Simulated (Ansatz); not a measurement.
Start from `S=C=[N][GeH3]` and change one atom or group to get `N=C=S`.

Ansatz, PBE0-D4/def2-TZVP geometries, multiplicity 1. Each molecule was computed in one conformer, which needn't be the lowest.

Scalar relativity is left out up to krypton.

```json
{"property": "LUMO energy (PBE0/def2-TZVPP) / eV", "`S=C=[N][GeH3]`": "-0.45"}
{"property": "HOMO–LUMO gap (B3LYP/def2-TZVPP) / eV", "`S=C=[N][GeH3]`": "6.31"}
{"property": "HOMO–LUMO gap (PBE/def2-TZVPP) / eV", "`S=C=[N][GeH3]`": "4.75"}
{"property": "HOMO energy (ωB97M-V/def2-TZVPP) / eV", "`S=C=[N][GeH3]`": "-9.25"}
{"property": "LUMO energy (B3LYP/def2-TZVPP) / eV", "`S=C=[N][GeH3]`": "-0.67"}
{"property": "HOMO energy (PBE0/def2-TZVPP) / eV", "`S=C=[N][GeH3]`": "-7.22"}
```

Question: What does the change do to each property? (Best estimate.)

Answer: The calculation gave: 
```tsv
property	`N=C=S`	shift
LUMO energy (PBE0/def2-TZVPP) / eV	-1.09	-0.64
HOMO–LUMO gap (B3LYP/def2-TZVPP) / eV	6.01	-0.30
HOMO–LUMO gap (PBE/def2-TZVPP) / eV	4.43	-0.32
HOMO energy (ωB97M-V/def2-TZVPP) / eV	-9.62	-0.37
LUMO energy (B3LYP/def2-TZVPP) / eV	-1.32	-0.65
HOMO energy (PBE0/def2-TZVPP) / eV	-7.57	-0.35
```

With PBE0 the HOMO falls by 0.35 eV and the LUMO falls by 0.64 eV, so the gap narrows by about 0.29 eV. PBE moves the HOMO by -0.31 eV and ωB97M-V by -0.37 eV.

B3LYP here is the variant with VWN-RPA as its local correlation; programs differ in this.
